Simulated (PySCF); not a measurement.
GeO, SMILES [O]=[Ge] (connectivity only; charge and spin as stated), neutral, multiplicity 1. Geometry: r2SCAN-D4/def2-TZVPD.

TDDFT-LC-ωPBE/def2-TZVPD (PySCF 2.14.0) puts the lowest singlet excitations at 5.00, 5.05, 5.05, 5.30, 5.30, 7.21 eV.

Q: What are the lowest excitation roots from PySCF with ADC(2)/aug-cc-pVDZ? (The exact figures need the calculation; the answer reports its results.)

A: 4.31, 4.35, 4.35, 4.36, 4.36, 5.11 eV. S1 differs by -0.69 eV (second minus first; roots are paired by order, and the bases may differ).
